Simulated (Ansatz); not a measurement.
Species: InI2, net charge 1, singlet state. It need not be the lowest isomer of its formula. 
Geometry from a B3LYP-D3(BJ)/def2-TZVP (Ansatz, a program for electronic structure) optimisation:
```xyz
3

In     0.0000     0.0000     0.0000
I      0.0000     0.0000     2.5675
I      0.0000     0.0000    -2.5675
```
Charge +1, spin multiplicity 1.

Basis-set convergence of Hartree-Fock and CCSD(T) correlation energies (hartree) with Ansatz. Valence correlation only, unless marked. Spin-orbit coupling is left out. Frozen are the shells of the preceding noble gas and the d and f shells that filled before the atom's block. In def2 rows, elements after Kr have scalar-relativistic effective core potentials.

```
basis       functions       E(HF)  E(corr, CCSD(T))  rough core time
----------  ---------  ----------  ----------------  ---------------
def2-SVP           78  -782.36491          -0.25558       under 20 s
def2-TZVPP        150  -782.39452          -0.35216             22 s
def2-QZVPP        246  -782.39805          -0.39455             60 s
```

Extrapolating the two largest sets (X = 3 and 4) as X^-3: E(corr) = (64·(-0.39455) - 27·(-0.35216))/37 = -0.4255 Eh, an estimate of the basis-set limit. The largest set recovers 92.7 % of it, the smallest 60.1 %.
